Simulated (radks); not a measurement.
Results of a calculation; reference values are marked as such.
Effect of the nuclear size on the chromium ion Cr+, [Ar] 3d5. Level of theory: Dirac Kohn-Sham, BLYP, spin-unpolarised, spherical densities, finite nucleus; open shells fill j = l - 1/2 first; Fermi nuclear charge, rms radius 3.6452 fm (a radial shooting solver on a logarithmic mesh with Libxc functionals). The rms radius is varied about that value; shifts are against it.

rms radius (fm),total energy shift (eV),density at nucleus (e/bohr^3),1s1/2 shift (meV),2s1/2 shift (meV),3s1/2 shift (meV)
2.9635,-0.0251,1.152e+04,-10.6,-0.933,-0.134
3.4265,-0.00858,1.146e+04,-3.64,-0.319,-0.046
3.6452,0,1.144e+04,0.000,0.000,0.000
3.9077,0.0110,1.141e+04,4.66,0.409,0.059
4.2066,0.0244,1.138e+04,10.3,0.907,0.130

Slopes of the eigenvalues against <r^2> in GHz/fm^2, as finite differences over the two radii next to the reference (eigenvalue slopes, not the field-shift constants of lines): 1s1/2 568, 2s1/2 49.9, 3s1/2 7.16.
